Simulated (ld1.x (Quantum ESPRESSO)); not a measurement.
# What one change does to a pseudopotential (vanadium, ultrasoft)

V, ultrasoft, made with ld1.x (Quantum ESPRESSO) 7.5 (revPBE, scalar-relativistic). Core [Ar], reference 3d3 4s1.5 4p0 (charge +0.5). Waves: 4s (bound): rcut 1.90, rcutus 2.55 bohr; 4s channel at 2.9 Ry: rcut 1.90, rcutus 2.55 bohr; 4p (bound, empty): rcut 2.90, rcutus 3.10 bohr; 4p channel at 0.7 Ry: rcut 2.90, rcutus 3.10 bohr; 3d (bound): rcut 1.45, rcutus 1.60 bohr; 3d channel at -0.05 Ry: rcut 1.45, rcutus 1.60 bohr. Local part: all-electron potential smoothed inside 1.70 bohr (lloc = -1). Core correction: none. Augmentation charge: built from norm-conserving waves at rcut, not smoothed further.

Change: wave 4s channel at 2.9 Ry: rcut 1.90, rcutus 2.55 bohr becomes 4s channel at 1.28 Ry: rcut 1.90, rcutus 2.55 bohr.

Cutoffs: the cutoffs (Ry, on a coarse ladder) from which the occupation-weighted sum of valence levels, in a spherical-Bessel basis at the reference potential, stays within 10 and 1 mRy of its value at 400 Ry; they do not see the model core or the augmentation charge, which bear on the density cutoff. Errors are all-electron minus pseudo energies relative to the spin-unpolarised reference configuration.

Question: Predict the effect on cutoff, ghosts and configuration errors.

Answer: The potential gets neither clearly harder nor softer (40 Ry and 60 Ry → 40 Ry and 60 Ry); the errors of the 7 common tests hardly move; the range in which the s phases agree narrows (upper end at the end of the scan → 0.1); neither file shows a bound ghost.

| quantity | base | changed |
| --- | --- | --- |
| cutoff, loose | 40 Ry | 40 Ry |
| cutoff, tight | 60 Ry | 60 Ry |
| bound ghosts | none | none |
| error for 3d3 4s2 4p0, meV [ΔE -3.06 eV] | +0.8 | +0.8 |
| error for 3d3 4s1 4p0, meV [ΔE 4.60 eV] | +4.0 | +4.1 |
| error for 3d3 4s0 4p0, meV [ΔE 18.75 eV] | +171 | +171 |
| error for 3d2 4s0 4p0, meV [ΔE 47.55 eV] | +184 | +184 |
| error for 3d3 4s1 4p1, meV [ΔE 0.26 eV] | +1.4 | +1.4 |
| error for 3d3 4s0 4p1, meV [ΔE 8.66 eV] | +35 | +35 |
| error for 3d1 4s0 4p0, meV [ΔE 93.34 eV] | -143 | -144 |
| s: phases at 3.35 bohr within 0.05 rad from the reference energy up to (Ry; the scan ends near 5) | to the end of the scan | 0.1 |
| p: phases at 3.35 bohr within 0.05 rad from the reference energy up to (Ry; the scan ends near 5) | 2.8 | 2.8 |
| d: phases at 3.35 bohr within 0.05 rad from the reference energy up to (Ry; the scan ends near 5) | 4.1 | 4.1 |
| lowest overlap eigenvalue by channel | s 0.75, p 0.45, d 0.92 | s 0.39, p 0.45, d 0.92 |
